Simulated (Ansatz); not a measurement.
Ansatz (an electronic-structure program) input (B3LYP-D3(BJ)/def2-TZVP):

Ansatz 0.2 input:
```yaml
crystal:
  periodic: [false, false, false]
  atoms:
    - {symbol: O, position_ang: [0.26327569, 1.16763852, -1.04414050]}
    - {symbol: Ge, position_ang: [-0.07445523, -0.43565542, 0.31992774]}
    - {symbol: O, position_ang: [-1.18213469, 0.31950533, 1.31721011]}
    - {symbol: O, position_ang: [-0.65113650, -1.54907509, -0.77501893]}
    - {symbol: O, position_ang: [1.50812357, -0.56766264, 0.83081571]}
    - {symbol: H, position_ang: [-0.45151332, 1.65124043, -1.48183591]}
    - {symbol: H, position_ang: [-0.92828824, 0.69651612, 2.16505790]}
    - {symbol: H, position_ang: [-1.59155168, -1.71679127, -0.88844236]}
    - {symbol: H, position_ang: [2.09386123, -1.23701211, 0.46311445]}
    - {symbol: H, position_ang: [1.05523079, 1.72197805, -0.99574819]}
basis:
  gaussian:
    orbitals: def2-TZVP
hamiltonian:
  xc: b3lyp
  dispersion: d3bj
total_charge: 1
relax: {f_tol: 0.002, max_steps: 150}
```

End of the output:

```
reference -64788.09662850 eV, -2380.9186361480 hartree; 34, 34 occupied and 168, 168 virtual orbitals, 1213 factors
relax step  36: F+E_penalty+E_count = -64788.39273845 eV  Δ(F+E_penalty+E_count) = -1.494e-4 eV  max|allowed force component| = 4.426e-2 eV/Å  Δτ_max = 0.0446 Å  (32 SCF iters, accepted)
these checks for a lower state are left out or cut short: starts, cluster_reference, orbital_swaps, neighbouring_geometries, increment
integrals: 0.13 GiB planned
1213 factors; their error is unknown
mean field: 1.23 GiB planned
mean field -64788.09643873 eV, -2380.9186291742 hartree, gradient 2.0e-5 eV, S^2 0.000000; 0 other end points of the search recorded, 0 dependent functions left out
the calculation of the forces begins
reference -64788.09666736 eV, -2380.9186375761 hartree; 34, 34 occupied and 168, 168 virtual orbitals, 1213 factors
relax step  37: F+E_penalty+E_count = -64788.39278853 eV  Δ(F+E_penalty+E_count) = -5.009e-5 eV  max|allowed force component| = 3.269e-2 eV/Å  Δτ_max = 0.0136 Å  (33 SCF iters, accepted)
these checks for a lower state are left out or cut short: starts, cluster_reference, orbital_swaps, neighbouring_geometries, increment
integrals: 0.13 GiB planned
1213 factors; their error is unknown
mean field: 1.23 GiB planned
mean field -64788.09649590 eV, -2380.9186312751 hartree, gradient 2.0e-5 eV, S^2 0.000000; 0 other end points of the search recorded, 0 dependent functions left out
the calculation of the forces begins
reference -64788.09672447 eV, -2380.9186396751 hartree; 34, 34 occupied and 168, 168 virtual orbitals, 1213 factors
relax step  38: F+E_penalty+E_count = -64788.39283121 eV  Δ(F+E_penalty+E_count) = -4.268e-5 eV  max|allowed force component| = 4.776e-3 eV/Å  Δτ_max = 0.0092 Å  (33 SCF iters, accepted)
these checks for a lower state are left out or cut short: starts, cluster_reference, orbital_swaps, neighbouring_geometries, increment
integrals: 0.13 GiB planned
1213 factors; their error is unknown
mean field: 1.23 GiB planned
mean field -64788.09652392 eV, -2380.9186323048 hartree, gradient 2.0e-5 eV, S^2 0.000000; 0 other end points of the search recorded, 0 dependent functions left out
the calculation of the forces begins
reference -64788.09675245 eV, -2380.9186407035 hartree; 34, 34 occupied and 168, 168 virtual orbitals, 1213 factors
relax step  39: F+E_penalty+E_count = -64788.39283793 eV  Δ(F+E_penalty+E_count) = -6.723e-6 eV  max|allowed force component| = 1.361e-3 eV/Å  Δτ_max = 0.0060 Å  (32 SCF iters, accepted)
integrals: 0.13 GiB planned
1213 factors; their error is unknown
mean field: 1.23 GiB planned
mean field evaluation 288: about -64787.8753 eV, gradient 1.0e-4 eV
mean field -64788.09652392 eV, -2380.9186323048 hartree, gradient 2.0e-5 eV, S^2 0.000000; 1 other end points of the search recorded, 0 dependent functions left out
the calculation of the forces begins
reference -64788.09675245 eV, -2380.9186407035 hartree; 34, 34 occupied and 168, 168 virtual orbitals, 1213 factors
Total energy: -64788.39306647 eV, -2380.9295300427 hartree
Atom 0 at     0.113007     1.169516    -1.043875 Å, force     0.000337     0.000262     0.000310 eV/Å
Atom 1 at    -0.042133    -0.328450     0.229224 Å, force     0.000667    -0.000907     0.000888 eV/Å
Atom 2 at    -1.217044     0.510158     1.183778 Å, force     0.000891     0.000258    -0.000102 eV/Å
Atom 3 at    -0.516779    -1.636432    -0.787777 Å, force    -0.000444     0.000930     0.000896 eV/Å
Atom 4 at     1.582154    -0.433366     0.803139 Å, force    -0.001181    -0.000080    -0.000759 eV/Å
Atom 5 at    -0.231826     2.034607    -0.765275 Å, force    -0.000180    -0.000039     0.000126 eV/Å
Atom 6 at    -1.072366     0.528687     2.140274 Å, force    -0.000103     0.000039    -0.001361 eV/Å
Atom 7 at    -1.466665    -1.776154    -0.910476 Å, force     0.000414    -0.000361    -0.000456 eV/Å
Atom 8 at     2.015943    -1.292374     0.695961 Å, force     0.000161     0.000205    -0.000116 eV/Å
Atom 9 at     0.877120     1.274491    -1.634034 Å, force    -0.000563    -0.000307     0.000576 eV/Å
Dipole moment:     0.078249     0.492704    -0.281083 e Å
```

It need not be the lowest isomer of its formula.
